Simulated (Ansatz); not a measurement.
H3AlO3, triplet, geometry from GFN2-xTB (such geometries of metal compounds can be far from the true shape) (a higher spin typed on purpose: for a closed-shell molecule this is an excited state). Base run: PBE0/aug-cc-pVDZ run with Ansatz (a first-principles code).

The Ansatz input:
Ansatz 0.2 input:
```yaml
crystal:
  periodic: [false, false, false]
  atoms:
    - {symbol: Al, position_ang: [-0.22841955, 0.05198431, -0.19812719]}
    - {symbol: O, position_ang: [-1.15594784, -1.40873912, 0.09104506]}
    - {symbol: H, position_ang: [-1.46483008, -2.25130268, 0.42031577]}
    - {symbol: O, position_ang: [0.31746567, 1.59956304, -0.81833010]}
    - {symbol: H, position_ang: [0.81311131, 2.39962251, -0.98560544]}
    - {symbol: O, position_ang: [1.06867076, -0.24321083, 0.92694667]}
    - {symbol: H, position_ang: [1.77966422, -0.40502054, 1.54365019]}
basis:
  gaussian:
    orbitals: aug-cc-pVDZ
hamiltonian:
  xc: pbe0
magnetization: {spin_polarized: true, initial_magnetization: 2}
```

Variants of this job, named by their change:

```
change               basis functions      E (Eh)  core-seconds (rough)
-------------------  ---------------  ----------  --------------------
base                             123  -469.53667                    10
basis = STO-3G                     ?           ?                     2
basis = 3-21G                     46  -466.89315                     3
basis = def2-SV(P)                66  -469.21111                     4
basis = def2-SVP                  75  -469.24109                     4
basis = cc-pV(D+d)Z                ?           ?                     3
basis = 6-31+G*                   86  -469.48316                     5
basis = pc-2                     166  -469.62674                     9
basis = pcseg-2                  166  -469.62179                    10
basis = cc-pV(T+d)Z                ?           ?                    10
basis = def2-TZVPD               190  -469.62106                    20
basis = aug-cc-pVTZ              257  -469.61409                    30
basis = cc-pVQZ                    ?           ?                    30
```

**Question.** Fill in the missing entries.

**Answer.** 
- basis = STO-3G, basis functions: 27
- basis = STO-3G, E (Eh): -463.29857
- basis = cc-pV(D+d)Z, basis functions: 80
- basis = cc-pV(D+d)Z, E (Eh): -469.51101
- basis = cc-pV(T+d)Z, basis functions: 171
- basis = cc-pV(T+d)Z, E (Eh): -469.60983
- basis = cc-pVQZ, basis functions: 314
- basis = cc-pVQZ, E (Eh): -469.63415

Totals compare only among sets that treat the same electrons; sets with core potentials leave the core out.
